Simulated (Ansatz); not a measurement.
# A relaxation, step by step

AlH5O4, closed shell, PBE0-D4/def2-TZVP (Ansatz 0.2.0). Settings:

```yaml
hamiltonian: {xc: pbe0, dispersion: d4}
relax: {f_tol: 0.005, max_steps: 200}
```

Start, a step off a saddle point along its unstable mode:

```json
{"atom": "Al1", "x (Å)": "-0.5081", "y (Å)": "-0.0658", "z (Å)": "0.4008"}
{"atom": "H2", "x (Å)": "-1.0851", "y (Å)": "1.4861", "z (Å)": "0.2110"}
{"atom": "O3", "x (Å)": "1.1403", "y (Å)": "-0.1821", "z (Å)": "0.8926"}
{"atom": "O4", "x (Å)": "-1.7494", "y (Å)": "-1.1466", "z (Å)": "0.7473"}
{"atom": "H5", "x (Å)": "-0.4070", "y (Å)": "1.2090", "z (Å)": "-0.9826"}
{"atom": "O6", "x (Å)": "-0.1124", "y (Å)": "0.4679", "z (Å)": "-1.3787"}
{"atom": "O7", "x (Å)": "1.2711", "y (Å)": "0.4618", "z (Å)": "-1.7645"}
{"atom": "H8", "x (Å)": "1.4538", "y (Å)": "-0.4356", "z (Å)": "1.7565"}
{"atom": "H9", "x (Å)": "-1.7176", "y (Å)": "-2.0544", "z (Å)": "1.0248"}
{"atom": "H10", "x (Å)": "1.7143", "y (Å)": "0.2596", "z (Å)": "-0.9072"}
```

| step | energy less the last (meV) | largest force component (eV/Å) |
| --- | --- | --- |
| 1 | 1034.7 | 6.734 |
| 2 | 401.5 | 1.095 |
| 3 | 282.1 | 0.972 |
| 4 | 142.7 | 1.535 |
| 5 | 70.0 | 1.224 |
| 6 | 27.2 | 0.773 |
| 7 (rejected trial) | 48.1 | 0.491 |
| 8 | 4.7 | 0.231 |
| 9 | 0.5 | 0.037 |
| 10 | 0.2 | 0.029 |
| 11 | 0.0 | 0.010 |
| 12 | 0.0 | 0.006 |
| 13 | 0.0 | 0.006 |
| 14 | 0.0 | 0.003 |

Step 5, positions (Å) and forces (eV/Å):

```csv
atom,x,y,z,Fx,Fy,Fz
Al1,-0.618,0.118,0.550,0.128,-0.227,-0.161
H2,-1.256,1.546,0.626,-0.155,0.236,0.116
O3,1.074,-0.058,0.891,0.151,-0.055,0.132
O4,-1.687,-1.178,0.767,0.010,-0.330,0.039
H5,-0.240,1.420,-1.449,0.243,-1.224,-0.091
O6,-0.116,0.430,-1.396,-0.212,1.188,0.092
O7,1.261,0.220,-1.701,-0.005,0.007,0.154
H8,1.471,-0.458,1.664,-0.085,0.071,-0.187
H9,-1.495,-2.116,0.827,0.000,0.356,-0.057
H10,1.606,0.078,-0.780,-0.075,-0.022,-0.037
```

Step 10, positions (Å) and forces (eV/Å):

```
atom       x       y       z      Fx      Fy      Fz
 Al1  -0.630   0.199   0.581  -0.009  -0.001   0.016
  H2  -1.328   1.599   0.801   0.000   0.007   0.004
  O3   1.080   0.052   0.913   0.010  -0.012   0.013
  O4  -1.619  -1.172   0.751   0.012  -0.019  -0.001
  H5  -0.174   1.390  -1.605   0.002  -0.029   0.008
  O6  -0.153   0.455  -1.351  -0.001   0.026  -0.014
  O7   1.188   0.056  -1.637   0.003  -0.002  -0.004
  H8   1.456  -0.481   1.610  -0.016   0.016  -0.018
  H9  -1.335  -2.075   0.633  -0.006   0.015  -0.003
 H10   1.516  -0.023  -0.696   0.005  -0.001  -0.001
```

Step 12, positions (Å) and forces (eV/Å):

```json
{"atom": "Al1", "x": "-0.630", "y": "0.202", "z": "0.585", "Fx": "0.003", "Fy": "-0.001", "Fz": "-0.001"}
{"atom": "H2", "x": "-1.328", "y": "1.601", "z": "0.811", "Fx": "-0.002", "Fy": "0.000", "Fz": "0.000"}
{"atom": "O3", "x": "1.080", "y": "0.058", "z": "0.914", "Fx": "-0.001", "Fy": "-0.001", "Fz": "-0.004"}
{"atom": "O4", "x": "-1.615", "y": "-1.173", "z": "0.752", "Fx": "0.002", "Fy": "-0.001", "Fz": "0.002"}
{"atom": "H5", "x": "-0.171", "y": "1.387", "z": "-1.608", "Fx": "0.000", "Fy": "0.006", "Fz": "-0.001"}
{"atom": "O6", "x": "-0.156", "y": "0.454", "z": "-1.350", "Fx": "-0.002", "Fy": "-0.004", "Fz": "0.002"}
{"atom": "O7", "x": "1.183", "y": "0.047", "z": "-1.637", "Fx": "0.001", "Fy": "-0.003", "Fz": "0.006"}
{"atom": "H8", "x": "1.455", "y": "-0.473", "z": "1.614", "Fx": "-0.001", "Fy": "0.000", "Fz": "0.001"}
{"atom": "H9", "x": "-1.331", "y": "-2.073", "z": "0.615", "Fx": "-0.002", "Fy": "0.001", "Fz": "-0.001"}
{"atom": "H10", "x": "1.513", "y": "-0.030", "z": "-0.696", "Fx": "0.002", "Fy": "0.003", "Fz": "-0.005"}
```

Last step (14):

```
10
angstrom
Al -0.6301 0.2016 0.5856
H -1.3289 1.6006 0.8112
O 1.0807 0.0578 0.9134
O -1.6148 -1.1728 0.7534
H -0.1700 1.3871 -1.6060
O -0.1557 0.4538 -1.3492
O 1.1823 0.0448 -1.6379
H 1.4553 -0.4698 1.6150
H -1.3328 -2.0732 0.6117
H 1.5140 -0.0301 -0.6973
```

Hardware: 4 CPU threads of an Arm Neoverse V1, shared host. Wall time about 39 s.
